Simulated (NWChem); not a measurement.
C4H3N2, doublet; SMILES [c]1ncccn1

In the optimisation the excess spin sits in a1 (C2v, its own frame). No frequency run checked for a minimum.

Q: Give the equilibrium geometry at PBE0/def2-SVP, spin-unrestricted (NWChem) as an XYZ file, with the point group.

A: point group C2v; any orientation.
```
9

C      0.0000     0.0000    -1.3307
N     -1.1843     0.0000    -0.7874
C     -1.1891     0.0000     0.5503
C      0.0000     0.0000     1.2783
C      1.1891     0.0000     0.5503
N      1.1843     0.0000    -0.7874
H     -2.1653     0.0000     1.0486
H      0.0000     0.0000     2.3695
H      2.1653     0.0000     1.0486
```
